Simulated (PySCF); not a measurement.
NMR data simulated for an unnamed compound:

1H NMR (500 MHz, computed): δ 7.03 (m, 1H), 5.38 (m, 1H), 5.11 (m, 1H), 4.92 (s, 3H), 3.60 (m, 2H), 2.98 (m, 2H).

13C{1H} NMR (computed): δ 150.2 (C), 139.6 (CH), 117.7 (CH2), 50.5 (CH2), 33.6 (CH2).

[PySCF 2.14: NMR shieldings at PBE0/pcSseg-1/GIAO; GFN2-xTB geometry; a single conformation; one averaged value for each set of equivalent atoms; non-relativistic; no solvent]

δ = σ(ref) − σ, references computed at the same level: TMS for 1H (31.72 ppm), 13C (186.93 ppm).

Question: Which of these does the molecule contain: a non-aromatic C=C double bond, a ketone, an OH group, a Si–H bond, an ester, a vinyl group CH=CH2?

Answer: 
- A non-aromatic C=C double bond: yes.
- A ketone: no.
- An OH group: no.
- A Si–H bond: yes (δH 4.92 (s)).
- An ester: no.
- A vinyl group CH=CH2: yes (δC 117.7, 139.6; δH 5.11 (m), 5.38 (m), 7.03 (m)).

The data belong to SMILES C=CC1=NN([SiH3])CC1, C$_{5}$H$_{10}$N$_{2}$Si; they needn't prove each group on their own.

Carbon signals by region: 3 in the sp2 and nitrile region (100–160 ppm), 1 at 50–100 ppm, 1 below 50 ppm.

Shifts are as computed. Against solution values, carbons near 30 ppm lie about +3 ppm off and those near 130 ppm about +5 ppm. Of 1211 compounds with measured shifts, 218 miss one by over three times the rms of a fit or turn the order of signals round; such compounds aren't used in these exercises. No couplings were computed; multiplicities are counted from neighbouring protons, with m where these are inequivalent, close in shift, in a saturated or five-membered ring or joined by F or P, and br s for small geminal =CH2 splittings.
